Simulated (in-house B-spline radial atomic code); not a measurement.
Results of a calculation; reference values are marked as such.
**C6 from the polarisability at imaginary frequency: the aluminium ion Al⁺**

OLYP linear response of the closed shell [Ne] 3s2, from an all-electron radial atomic-structure program (B-spline basis); non-relativistic, point nucleus, no spin-orbit coupling.

The dispersion coefficient of two like species is C6 = (3/π) ∫ α(iu)² du from 0 to ∞.

```json
{"u (hartree)": "0", "α(iu) (bohr³)": "25.63"}
{"u (hartree)": "0.0849", "α(iu) (bohr³)": "23.25"}
{"u (hartree)": "0.198", "α(iu) (bohr³)": "16.52"}
{"u (hartree)": "0.339", "α(iu) (bohr³)": "9.889"}
{"u (hartree)": "0.566", "α(iu) (bohr³)": "4.865"}
{"u (hartree)": "0.849", "α(iu) (bohr³)": "2.563"}
{"u (hartree)": "1.27", "α(iu) (bohr³)": "1.351"}
{"u (hartree)": "1.98", "α(iu) (bohr³)": "0.6989"}
{"u (hartree)": "2.83", "α(iu) (bohr³)": "0.4291"}
{"u (hartree)": "4.24", "α(iu) (bohr³)": "0.2513"}
{"u (hartree)": "7.07", "α(iu) (bohr³)": "0.123"}
{"u (hartree)": "14.1", "α(iu) (bohr³)": "0.04111"}
```

Q: Fit one oscillator, α(iu) = α(0)/(1 + u²/ω²), through u = 0.198 and estimate C6.

A: From α(0)/α(iu) − 1 = 25.63/16.52 − 1 = 0.5515, ω = u/√0.5515 = 0.2666 hartree (7.3 eV). London's formula gives C6 = (3/4) α(0)² ω = 0.75 × 25.63² × 0.2666 = 131.4 hartree·bohr⁶, and the oscillator holds f = α(0) ω² = 1.82 electrons, of a sum of oscillator strengths of 12.0.

Q: How does that compare with the full integral?

A: The program's quadrature over all excitations gives C6 = 133.3, so the single oscillator is off by -1.5 %. At the last point the fit gives α = 0.00916 against 0.0411: higher excitations, and deeper shells where there are any, keep the true curve higher at large u.
